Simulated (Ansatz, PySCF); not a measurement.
Reaction (SMILES): SB(S)S [borotrithioic acid] -> [S-]B(S)S + H+
Each molecule is optimised on its own at B3LYP-D3(BJ)/def2-TZVP (Ansatz, a program for electronic structure), one conformer each, not searched for the lowest.

Wanted: gas-phase deprotonation energy (0 K, with B3LYP-D3(BJ) harmonic zero-point energies from PySCF), in eV. Correlated levels leave the core frozen unless marked. Spin-orbit coupling is left out. No relativistic terms. Anions need diffuse functions: aug- sets have them; def2-D sets add few; the other sets have none. Basis-set limits of correlation are two-point, X^-3; Hartree-Fock from the larger set.

CCSD(T)/CBS(aug-cc-pV(T+d)Z,aug-cc-pV(Q+d)Z) (Ansatz) gives 14.20 eV.

Q: Another calculation gave 14.22 eV. Which level was it?
A) LC-wPBE/def2-TZVPD (Ansatz)
B) SVWN5/def2-TZVPD (Ansatz)
C) r2SCAN/def2-TZVPD (Ansatz)

A: C, r2SCAN/def2-TZVPD (Ansatz). The others give 13.87 (SVWN5), 14.39 (LC-wPBE) eV.
